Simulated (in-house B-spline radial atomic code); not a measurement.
A fraction x of an electron is moved 4p → 4d in the rhodium ion Rh³⁺, starting from [Kr] 4d6 and keeping the highest spin. Computed with a radial B-spline atomic code at the basis-set limit: scalar-relativistic (X2C) LDA PW92, spin-polarised, spherical fractional occupations, Fermi nucleus of rms radius 4.4945 fm.

```
    x  E(x) - E(0) (eV)  4p down level (eV)  4d down level (eV)
    0            0.0000             -84.364             -37.994
0.125            5.7983             -84.533             -38.131
 0.25                 ?                   ?                   ?
0.375           17.4065             -84.867             -38.403
  0.5           23.2165             -85.033             -38.538
0.625           29.0304             -85.198             -38.671
 0.75           34.8483             -85.362             -38.804
0.875                 ?                   ?                   ?
    1           46.4956             -85.687             -39.067
```

Problem. What belongs in the row x = 0.25?

Solution. An energy change of 11.6004 eV; 4p down at -84.701 eV, 4d down at -38.268 eV.

Problem. What belongs in the row x = 0.875?

Solution. An energy change of 40.6700 eV; 4p down at -85.525 eV, 4d down at -38.936 eV.

Problem. Check Janak's theorem between x = 0.375 and 0.5.

Solution. The slope of the energy is 46.48 eV; the orbital levels give 46.48 eV (ε of the receiving orbital less ε of the emptying one, averaged over the two points).
